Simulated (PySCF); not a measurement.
C₃H₉NSi₂, SMILES CC1=NC[SiH2][SiH2]1. Atoms are numbered in the order given.

```xyz
15

C      2.6119    -0.5372     0.0116
C      1.1244    -0.3758    -0.0852
N      0.4435    -1.2478    -0.7166
C     -0.9943    -1.1555    -0.8509
Si    -1.8106     0.3802     0.0002
Si     0.2510     1.1395     0.7389
H      2.9282    -0.5913     1.0664
H      2.9284    -1.4505    -0.5117
H      3.1258     0.3335    -0.4280
H     -1.4338    -2.0888    -0.4576
H     -1.2372    -1.1685    -1.9278
H     -2.7716    -0.0114     1.0753
H     -2.5079     1.2676    -0.9792
H      0.4894     1.1545     2.2153
H      0.7564     2.4239     0.1631
```
Charge 0, spin multiplicity 1.

The structure is a stationary point at PBE0-D3(BJ)/def2-SVP. This is a generated structure with no PubChem entry under its InChIKey; it may be hypothetical. One conformer was computed; it need not be the lowest.

Two levels are set side by side: PBE/pcSseg-1 (PySCF) and KT2/pcSseg-1 (PySCF). GIAO shifts against NH3 (¹⁵N), TMS (²⁹Si), TMS (¹H), TMS (¹³C) at the same level; non-relativistic, no solvent, atoms listed together averaged. Differences are taken from unrounded values.

```csv
quantity,KT2
δ(¹³C) of C1 (ppm),32.4
δ(¹³C) of C2 (ppm),172.6
δ(¹⁵N) of N3 (ppm),416.1
δ(¹³C) of C4 (ppm),54.6
δ(²⁹Si) of Si5 (ppm),-71.5
δ(²⁹Si) of Si6 (ppm),-77.0
"δ(¹H) of H10, H11 (ppm)",4.69
"δ(¹H) of H12, H13 (ppm)",4.07
"δ(¹H) of H14, H15 (ppm)",4.43
```

Q: What does PBE give, and how far is it from KT2? (The exact figures need the calculation; the answer reports its results.)

A: 
```csv
quantity,PBE,PBE minus KT2
δ(¹³C) of C1 (ppm),33.6,1.2
δ(¹³C) of C2 (ppm),184.1,11.5
δ(¹⁵N) of N3 (ppm),444.7,28.6
δ(¹³C) of C4 (ppm),56.3,1.7
δ(²⁹Si) of Si5 (ppm),-73.2,-1.7
δ(²⁹Si) of Si6 (ppm),-77.7,-0.7
"δ(¹H) of H10, H11 (ppm)",4.75,0.05
"δ(¹H) of H12, H13 (ppm)",4.11,0.04
"δ(¹H) of H14, H15 (ppm)",4.48,0.05
```

Rough cost on one machine, each run with all the roots and properties that it gave: KT2 against PBE within a factor of 2.
